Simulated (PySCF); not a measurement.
Worked example: dipole moment from atomic charges

Hf(F)3(NH2) (F₃H₂HfN), SMILES [NH2][Hf]([F])([F])[F], multiplicity 1. Atoms are numbered in the order given.

```xyz
7

Hf     0.0303     0.0157     0.0000
F      0.4597     0.9451     1.6294
F      0.4597     0.9451    -1.6294
F      0.9418    -1.6832     0.0000
N     -1.9726    -0.3048     0.0000
H     -2.5618    -0.4300     0.8314
H     -2.5618    -0.4300    -0.8314
```
Charge 0, spin multiplicity 1.

Coordinates come from a PBE-D3(BJ)/def2-SVP optimisation. The spin state was assumed, not searched. The structure was generated by enumeration; whether it is a known compound was not checked. The def2 effective core potentials stand for the cores of Hf; spin–orbit coupling is left out. The values are those of a single conformer.

Charges (e) from PBE/def2-TZVP in PySCF:

| atom | ESP fit | Mulliken |
|---|---|---|
| Hf1 | 1.649 | 1.449 |
| F2 | -0.416 | -0.395 |
| F3 | -0.416 | -0.395 |
| F4 | -0.434 | -0.399 |
| N5 | -1.257 | -0.750 |
| H6 | 0.437 | 0.245 |
| H7 | 0.437 | 0.245 |

The dipole moment of the full density is 2.39 D.

Task: What dipole moment does each set of point charges give, and which comes closer to that of the density?

Result: 
μ = Σ q r, and 1 e Å = 4.8032 D.
ESP fit: Σ q r = (-0.501, -0.023, 0.000) e Å, |μ| = 2.41 D.
Mulliken: Σ q r = (-0.471, -0.034, 0.000) e Å, |μ| = 2.27 D.
ESP fit comes closer in size. Point charges leave out the atoms' own dipoles (lone pairs, polarised bonds); fits to the potential absorb them, partitions of the density don't.
